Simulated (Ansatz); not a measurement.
A run for Ansatz (a program for electronic structure): R-BLYP/def2-TZVPP on BH3O2 (SMILES OBO), a point of a torsion scan.

Ansatz 0.2 input:
```yaml
crystal:
  periodic: [false, false, false]
  atoms:
    - {symbol: O, position_ang: [-1.25130717, -0.27073531, -0.39543716]}
    - {symbol: B, position_ang: [-0.20304853, 0.55096668, -0.25323394]}
    - {symbol: O, position_ang: [0.34585830, 0.71097283, 0.97706964]}
    - {symbol: H, position_ang: [-1.53059999, -0.68944028, 0.42103837]}
    - {symbol: H, position_ang: [0.18900807, 1.09632097, -1.21817275]}
    - {symbol: H, position_ang: [1.09121515, 1.30329208, 1.04353278]}
basis:
  gaussian:
    orbitals: def2-TZVPP
hamiltonian:
  xc: {name: BLYP}
scf: {lower_state_search: off}
```

It printed:

```
WARN ansatz: RAYON_NUM_THREADS=1 ignored (pool sized by the plan → 1); use --threads N
Functional definition: BLYP
these checks for a lower state are left out or cut short: stability, starts, cluster_reference, orbital_swaps, neighbouring_geometries, increment
integrals: 0.03 GiB planned
648 factors; their error is unknown
mean field: 0.34 GiB planned
mean field evaluation 1: about -4812.6816 eV, gradient 8.1e1 eV
mean field evaluation 2: about -4777.9475 eV, gradient 1.6e2 eV
mean field evaluation 4: about -4823.0311 eV, gradient 6.6e0 eV
mean field evaluation 8: about -4823.1236 eV, gradient 1.2e-1 eV
mean field evaluation 16: about -4823.1174 eV, gradient 1.8e-5 eV
mean field -4823.11740798 eV, -177.2462955169 hartree, gradient 6.0e-6 eV, S^2 0.000000; 0 other end points of the search recorded, 0 dependent functions left out
reference -4823.11768791 eV, -177.2463058042 hartree; 12, 12 occupied and 123, 123 virtual orbitals, 648 factors
Total energy: -4823.11768791 eV, -177.2463058042 hartree
Checks for a lower state left out: stability, starts, cluster_reference, orbital_swaps, neighbouring_geometries, increment
```

Self-consistency was reached.

Cost: roughly 0.8 core-seconds.
